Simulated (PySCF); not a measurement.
**How methods differ on the excitation energy of S**

S [Ne] 3s2 3p4 (3P) → S [Ne] 3s1 3p4 4s1 (5P), as a difference of total energies. Calculation: PySCF 2.14, in aug-cc-pCVQZ-DK; scalar relativity by spin-free X2C-1e. Correlated levels: valence: [Ne] frozen; valence and next inner shell: 1s2 frozen; nothing frozen. The calculations carry no spin-orbit coupling.

```
                                method  excitation energy (eV)
                                   UHF                  16.390
                                   LDA                  17.010
                                   PBE                  16.869
                                  PBE0                  17.057
                                r2SCAN                  16.724
                                M06-2X                  17.320
                                PBEsol                  16.814
                               r2SCAN0                  16.874
                         MP2 (valence)                  16.822
                     SCS-MP2 (valence)                  17.022
    MP2 (valence and next inner shell)                  16.913
SCS-MP2 (valence and next inner shell)                  17.085
                   MP2 (all electrons)                  16.908
               SCS-MP2 (all electrons)                  17.082
```

**Question.** How much does correlation contribute at MP2 (all electrons)?

**Answer.** 16.908 − (16.390) = 0.518 eV, measured against UHF.

The upper state lies above the first ionisation limit, where it may autoionise and the basis confines it. A Rydberg-like electron needs more diffuse functions than a valence basis has.

The promoted electron is Rydberg-like, and one or two diffuse shells describe it only roughly, which tends to raise the upper state.
